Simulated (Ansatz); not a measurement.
Wavefunction ladder for ClFGaH3Si, SMILES `[F][Ga]([SiH3])[Cl]`

Cartesian coordinates in Å:
```
F 0.505 2.472 -0.811
Ga -0.477 1.056 -0.490
Si 0.475 -0.930 0.443
Cl -2.521 1.372 -1.031
H -0.587 -1.950 0.618
H 1.521 -1.430 -0.484
H 1.084 -0.590 1.754
```

The species carries charge 0 and has multiplicity 1. Correlated methods include outer-core shells of Ga, which these sets cover unevenly. Scalar relativity is left out up to krypton. The geometry is a stationary point of PBE0-D4/def2-TZVP. Frozen core, restricted reference, Ansatz.

```json
{"basis": "def2-SVP", "HF (Eh)": "-2772.40943", "MP2 corr.": "-0.62577"}
{"basis": "def2-TZVPP", "HF (Eh)": "-2773.04673", "MP2 corr.": "-0.78338"}
{"basis": "def2-QZVPP", "HF (Eh)": "-2773.11350", "MP2 corr.": "-1.08397"}
```

(1) Estimate the CCSD correlation energy and the (T) correction in each basis where they were run (hartree).

Answers

(1) 
```tsv
basis	CCSD corr.	(T)
def2-SVP	-0.65328	-0.01598
def2-TZVPP	-0.81633	-0.03023
```
